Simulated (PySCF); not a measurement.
Geometry:
| atom | x (Å) | y (Å) | z (Å) |
| --- | --- | --- | --- |
| N1 | 2.539 | -0.814 | 0.534 |
| C2 | 1.656 | 0.049 | 0.843 |
| C3 | 0.339 | 0.141 | 0.282 |
| C4 | -0.779 | 0.211 | -0.201 |
| B5 | -2.179 | 0.315 | -0.796 |
| F6 | -3.205 | -0.265 | -0.215 |
| F7 | -2.396 | 0.990 | -1.902 |
| H8 | 2.180 | -1.450 | -0.187 |
| H9 | 1.900 | 0.805 | 1.608 |

Geometry: PBE0-D3(BJ)/def2-SVP; GIAO absolute shieldings from PySCF, gas phase, non-relativistic, averaged over equivalent atoms.

At PBE0/def2-SVP (108 basis functions, 7.8 s wall time on 1 thread of an Arm Neoverse V1, shared host):
```
atoms  σ (ppm)
   N1   -106.5
   C2     45.2
   C3     96.9
   C4    108.1
   B5     94.2
F6/F7    260.7
   H8    19.77
   H9    23.78
```

What do these become at PBE0/pcSseg-2?

Answers


```
atoms  σ at PBE0/pcSseg-2  change
   N1              -135.0   -28.5
   C2                21.8   -23.4
   C3                77.1   -19.8
   C4                90.6   -17.5
   B5                82.8   -11.4
F6/F7               246.7   -14.0
   H8               19.87   +0.10
   H9               23.30   -0.48
```

The largest change is at N1 (imine nitrogen). Cost: 280 basis functions, 24 s wall time on 1 thread of an Arm Neoverse V2, shared host. The order of the carbon signals is the same at both levels.

A carbon bonded to boron is broadened by the quadrupolar boron nucleus and is often missing from a measured spectrum.
